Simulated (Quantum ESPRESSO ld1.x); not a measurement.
Results of a calculation; reference values are marked as such.
The hafnium ion Hf20+, 52 electrons, occupied as [Kr] 4d10 4f6. Level of theory: scalar-relativistic Kohn-Sham, LDA (Slater exchange, Perdew-Zunger correlation), spin-polarised, spherical densities, point nucleus; open shells are filled with parallel spins first (ld1.x of Quantum ESPRESSO 7.5).

Radial electron density D(r) = 4 pi r^2 rho(r):

r (bohr)   D(r) (e/bohr)  spin D(r)
0.0009076          5.859  -0.000115
0.001182           8.822  -0.000173
0.001539           13.12  -0.000256
0.002004           19.22  -0.000373
0.00263            27.87  -0.000536
0.003425           38.91  -0.000741
0.00446            52.47  -0.000988
0.005807           67.68   -0.00126
0.007562           82.47   -0.00155
0.009846           93.66   -0.00184
0.01282            97.96   -0.00225
0.01669            94.55   -0.00310
0.02174            88.09   -0.00495
0.02853            88.69   -0.00839
0.03715            103.7    -0.0124
0.04838            124.9    -0.0131
0.063              130.8   -0.00107
0.08203            114.0     0.0519
0.1068             101.6      0.255
0.1391             113.7      0.944
0.1811             114.7       2.76
0.2358             78.78       6.21
0.3095             54.94       10.6
0.4031             63.47       13.0
0.5248             54.07       11.0
0.6834             24.33       6.03
0.8899             5.482       1.95
1.159             0.5795      0.309
1.509            0.02536     0.0188
1.965          0.0003573   0.000322

D(r) has 4 maxima, at r = 0.0129, 0.0586, 0.162, 0.430 bohr, and minima at 0.0247, 0.106, 0.312 bohr, inside which lie 1.90, 11.13, 29.69 electrons.
